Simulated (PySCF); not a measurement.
Highest orbital energy against ionisation energy along the 4p block

Calculated with PySCF 2.14, no spin-orbit coupling. Each cell gives −ε(HOMO) / ΔSCF in eV; NIST values include spin-orbit coupling, (s) semi-empirical, (t) theoretical.

```tsv
species	UHF	LDA	PBE	PBE0	r2SCAN	NIST (lowest levels)
Ga²⁺ (x2c-TZVPPall with one added diffuse shell each of s, p, d type, spin-free X2C)	29.741 / 29.629	27.001 / 31.869	26.668 / 31.548	27.583 / 31.161	27.053 / 31.288	30.726
Ge²⁺ (x2c-TZVPPall with one added diffuse shell each of s, p, d type, spin-free X2C)	32.440 / 32.186	29.605 / 34.797	29.227 / 34.392	30.257 / 34.026	29.523 / 34.025	34.058
As²⁺ (x2c-TZVPPall with one added diffuse shell each of s, p, d type, spin-free X2C)	27.732 / 27.402	23.175 / 28.184	23.170 / 28.029	24.485 / 28.053	23.606 / 28.241	28.349 ± 0.012
Se²⁺ (x2c-TZVPPall with one added diffuse shell each of s, p, d type, spin-free X2C)	31.444 / 30.991	26.317 / 31.758	26.283 / 31.570	27.768 / 31.631	26.797 / 31.828	31.697 ± 0.019
Br²⁺ (x2c-TZVPPall with one added diffuse shell each of s, p, d type, spin-free X2C)	35.209 / 34.646	29.473 / 35.313	29.438 / 35.127	31.097 / 35.237	30.042 / 35.456	34.871 ± 0.019
Kr²⁺ (x2c-TZVPPall with one added diffuse shell each of s, p, d type, spin-free X2C)	35.147 / 34.339	29.984 / 35.837	29.868 / 35.531	31.474 / 35.550	30.312 / 35.636	35.838 ± 0.02
```

**Question.** How far is −ε(HOMO) from ΔSCF on average for each method, and why?

**Answer.** UHF 0.42 eV; LDA -5.37 eV; PBE -5.26 eV; PBE0 -3.83 eV; r2SCAN -4.86 eV. Hartree-Fock orbital energies lack relaxation and so exceed the ΔSCF value; semilocal functionals have convex E(N) from self-interaction, so their HOMO lies far too high; exact exchange moves hybrids part of the way back.
